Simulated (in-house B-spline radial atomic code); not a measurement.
## Mg IX (Mg8+): [He] 2s2

Level of theory: non-relativistic wB97X, spin-polarised, spherical fractional occupations, exact exchange averaged over the configuration, point nucleus; calculated with a radial B-spline atomic code at the basis-set limit.

Effective charges: Z_r = [3n² - l(l+1)]/(2<r>) from the radius, Z_e = n√(-2ε) from the energy, and Slater's rules. Values are occupation-weighted means over spin.

```json
{"shell": "1s", "electrons": "2", "ε (eV)": "-1586.5", "<r> (bohr)": "0.1296", "Z_r": "11.57", "Z_e": "10.80", "Slater": "11.70"}
{"shell": "2s", "electrons": "2", "ε (eV)": "-315.28", "<r> (bohr)": "0.5722", "Z_r": "10.49", "Z_e": "9.63", "Slater": "9.95"}
```

The least bound orbital is 2s at -315.3 eV, and it is also the most diffuse (<r> = 0.5722 bohr).
